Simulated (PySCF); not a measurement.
Species: C₇H₁₃FO₂.
Structure used (PBE0-D3(BJ)/def2-SVP), in Å, numbered top down from 1:
```xyz
23
C7H13FO2 angstrom
C      1.2047    1.6102   -0.7991
C      1.8815    0.3614   -1.3263
O      1.1201   -0.8165   -1.1809
C      1.1279   -1.3675    0.0854
C      0.2350   -2.5325    0.3079
C     -0.0638   -1.2334    1.0052
C     -1.2652   -0.4557    0.5827
F     -2.4160   -1.1303    0.9502
O     -1.2437    0.7699    1.1975
C     -2.2462    1.6555    0.7716
H      0.2631    1.7995   -1.3380
H      1.8593    2.4835   -0.9433
H      0.9666    1.5254    0.2705
H      2.0707    0.4576   -2.4068
H      2.8670    0.2265   -0.8378
H      2.1158   -1.3689    0.5671
H      0.5911   -3.3806    0.8961
H     -0.4120   -2.7959   -0.5334
H      0.1299   -1.1670    2.0802
H     -1.3107   -0.3548   -0.5199
H     -2.0781    2.6124    1.2823
H     -3.2505    1.2805    1.0266
H     -2.1978    1.8205   -0.3213
```

All values: PBE0/pcSseg-1 (PySCF, non-relativistic), on one gas-phase PBE0-D3(BJ)/def2-SVP geometry that isn't relaxed in the solvent. The solvent is an IEF-PCM continuum (van der Waals radii × 1.2). The model holds no explicit solvent molecules, cavitation or dispersion.

Gas phase at PBE0/pcSseg-1: HOMO -7.11 eV, LUMO 1.40 eV, dipole 2.00 D.

Q: What does the continuum do to the energy, the frontier levels and the dipole at PBE0/pcSseg-1 in cyclohexane and acetonitrile?

A: 
| solvent | ε | E(solvent) − E(gas) (kJ/mol) | polarisation term (kJ/mol) | distortion of the solute (kJ/mol) | HOMO (eV) | LUMO (eV) | dipole (D) |
| --- | --- | --- | --- | --- | --- | --- | --- |
| cyclohexane | 2.017 | -9.53 | -9.94 | 0.41 | -7.09 | 1.51 | 2.21 |
| acetonitrile | 35.69 | -24.13 | -27.01 | 2.88 | -7.10 | 1.64 | 2.54 |

Polarisation term: ½ Σ q·V over the induced surface charges. Distortion: the rise of the solute's own energy as its density leaves the gas-phase optimum. From cyclohexane to acetonitrile the lowering changes by a factor 2.53, Onsager's factor (ε − 1)/(2ε + 1) by 2.37 and ε itself by 17.7.

Q: Which radius a makes the point-dipole formula ΔE = −[(ε − 1)/(2ε + 1)]·μ²/a³ give the value in acetonitrile, with the gas-phase dipole?

A: μ = 0.789 au and |ΔE| = 0.00919 Eh give a = 1.69 Å; the farthest nucleus lies 3.63 Å from the centroid of the nuclei, so such a sphere wouldn't even hold the nuclei. The formula assumes a rigid point dipole at the centre of a sphere.

Q: Give the dipole vector in the frame of the coordinates (D, pointing from negative to positive charge), gas and acetonitrile.

A: Gas (1.31, 1.46, -0.40), solvent (1.71, 1.80, -0.56). Its length changes by +27 % and its direction by 2°.

Q: Which ESP-fitted charges (PBE0/pcSseg-1) respond most in acetonitrile (means over atoms taken as equivalent)?

A: 
```tsv
atoms	environment	gas (e)	solvent (e)	change
O3	ether oxygen	-0.351	-0.394	-0.043
C5	three-membered-ring carbon	-0.390	-0.428	-0.038
O9	ether oxygen	-0.286	-0.313	-0.027
H20	methine hydrogen	+0.108	+0.134	+0.026
C7	sp3 C–F carbon	+0.312	+0.288	-0.024
H16	methine hydrogen	+0.124	+0.144	+0.020
F8	alkyl fluorine	-0.250	-0.268	-0.018
H17	methylene hydrogen	+0.168	+0.185	+0.017
```

Q: Which Mayer bond orders change most in acetonitrile?

A: 
```tsv
bond	length (Å)	gas	solvent	change
C7–F8	1.384	0.881	0.859	-0.022
O9–C10	1.404	0.909	0.896	-0.013
C2–O3	1.410	0.911	0.899	-0.012
O3–C4	1.381	0.950	0.945	-0.005
C5–H17	1.092	0.951	0.946	-0.005
C1–C2	1.515	1.058	1.063	+0.005
C4–C5	1.485	0.970	0.974	+0.004
C7–O9	1.371	0.987	0.991	+0.004
```

Q: How do the nuclear quadrupole coupling constants eQVzz/h respond in acetonitrile?

A: 
| nucleus | Q (barn) | gas (MHz) | solvent (MHz) | η gas | η solvent |
| --- | --- | --- | --- | --- | --- |
| 17O at O3 | -0.0256 | -11.97 | -11.83 | 0.92 | 0.91 |
| 17O at O9 | -0.0256 | -11.65 | -11.50 | 0.88 | 0.88 |

Time: 53 s; peak memory 1.3 GiB. Hardware: Arm Neoverse V1, one thread (shared host). This is the whole shielding run at PBE0/pcSseg-1 in acetonitrile, SCF included.
